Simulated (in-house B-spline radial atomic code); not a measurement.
Kr: [Ne] 3s2 3p5 3d10 4s2 4p6 5s1 (an excited or competing configuration)

All numbers are computed (non-relativistic BHandHLYP, spin-polarised, spherical fractional occupations, exact exchange averaged over the configuration; point nucleus) with a B-spline radial code for spherical atoms, not measured.

Z_r = [3n² - l(l+1)]/(2<r>); Z_e = n√(-2ε); the last column is Slater's effective charge. Values are occupation-weighted means over spin.

```tsv
shell	electrons	ε (eV)	<r> (bohr)	Z_r	Z_e	Slater
1s	2	-14058	0.04244	35.34	32.14	35.70
2s	2	-1879.9	0.1874	32.01	23.51	31.85
2p	6	-1700.6	0.1618	30.90	22.36	31.85
3s	2	-293.75	0.5354	25.22	13.94	25.10
3p	5	-230.58	0.5385	23.21	12.35	25.10
3d	10	-113.83	0.5383	19.51	8.68	15.85
4s	2	-35.56	1.518	15.81	6.47	9.10
4p	6	-18.999	1.762	13.06	4.73	9.10
5s	1	-3.1019	5.34	7.02	2.39	2.20
```

The least bound orbital is 5s up at -3.102 eV, and it is also the most diffuse (<r> = 5.34 bohr). The part-filled 3p shell lies below the filled 4p shell in orbital energy.
